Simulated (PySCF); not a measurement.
Some computed properties have been withheld. Give your best values.

Species: C4H7ClNO (doublet state).
Structure used (GFN2-xTB), in Å, numbered top down from 1:
```
atom  x, y, z in Å
N1     2.2684    1.0037    0.6023
C2     1.0845    0.3382    0.7836
O3     0.5210    0.3318    1.8743
C4     0.5777   -0.3498   -0.3709
C5    -0.7096   -1.0645   -0.2773
C6    -1.9021   -0.0954   -0.3395
Cl7   -1.9940    0.6999   -1.9287
H8     2.6164    1.5600    1.3645
H9     2.6682    1.1360   -0.3086
H10    1.0789   -0.2607   -1.3203
H11   -0.7726   -1.5417    0.7060
H12   -0.8073   -1.8083   -1.0686
H13   -2.8391   -0.6327   -0.1978
H14   -1.7912    0.6832    0.4140
```

```csv
property,level,value
point group of the GFN2-xTB geometry,GFN2-xTB,C1
"rotational constants A, B, C of the GFN2-xTB geometry",GFN2-xTB,?
isotropic g value,"unrestricted B3LYP/pcH-1, mean-field spin–orbit",2.00367
spin squared ⟨S²⟩,unrestricted B3LYP/pcH-1,?
largest isotropic hyperfine couplings (means over sets of like nuclei),"unrestricted B3LYP/pcH-1, mean-field spin–orbit",?
```

Electronic properties: PySCF, gas phase, density fitting. Hyperfine couplings depend on the geometry, which wasn't re-optimised at a DFT level. Couplings of like nuclei are plain means over topologically equivalent atoms, as if these changed places fast (by rotation of a methyl-like group, say); in this geometry the members of some sets differ.

**Question.** The rotational constants A, B, C of the GFN2-xTB geometry?

**Answer.** 4.320, 1.072, 0.989 GHz.

**Question.** The largest isotropic hyperfine couplings (means over sets of like nuclei)?

**Answer.** 13C +76.7 (C4), 13C +72.9 (C6), 1H -56.1 (H10), 13C -36.6 (C2), 1H +34.0 (H11/H12) MHz.

**Question.** What is the spin squared ⟨S²⟩?

**Answer.** 0.755.

⟨S²⟩ is 0.005 above the pure-spin value S(S + 1) = 0.75. g_iso is shifted by about +1350 ppm from the free-electron value 2.002319. With B = h/(8π²I), that is 505.379 GHz u Å² over I, the principal moments of inertia are 117.0, 471.6 and 510.8 u Å² (most abundant isotopes).

One conformer stands for the species.
